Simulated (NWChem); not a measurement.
# isocyanic acid (CHNO); SMILES N=C=O

```xyz
4

N      0.1655     1.1780     0.0000
C     -0.0132    -0.0279     0.0000
O     -0.0298    -1.2024     0.0000
H     -0.5663     1.8721     0.0000
```
Atoms are numbered in this order, from 1.

Level: B3LYP/6-31G* (spherical d) (NWChem), optimised geometry, unscaled harmonic frequencies. 

Task: List the harmonic frequencies with IR intensities, and the thermochemistry.

Result: 
```json
[
 {"frequency (cm⁻¹)": "565", "IR intensity (km/mol)": "70.5"},
 {"frequency (cm⁻¹)": "617", "IR intensity (km/mol)": "3.3"},
 {"frequency (cm⁻¹)": "801", "IR intensity (km/mol)": "233.8"},
 {"frequency (cm⁻¹)": "1338", "IR intensity (km/mol)": "0.4"},
 {"frequency (cm⁻¹)": "2357", "IR intensity (km/mol)": "594.5"},
 {"frequency (cm⁻¹)": "3684", "IR intensity (km/mol)": "130.8"}
]
```

The zero-point energy is 13.4 kcal/mol and the thermal correction to the enthalpy at 298.15 K (with zero-point energy) comes out as 16.0 kcal/mol. The heat capacity Cv is 8.8 cal/(mol K). The entropy at 298.15 K and 1 atm (symmetry number 1) is 57.0 cal/(mol K) and the dipole moment is 2.23 D.

Rigid rotor and harmonic oscillator.
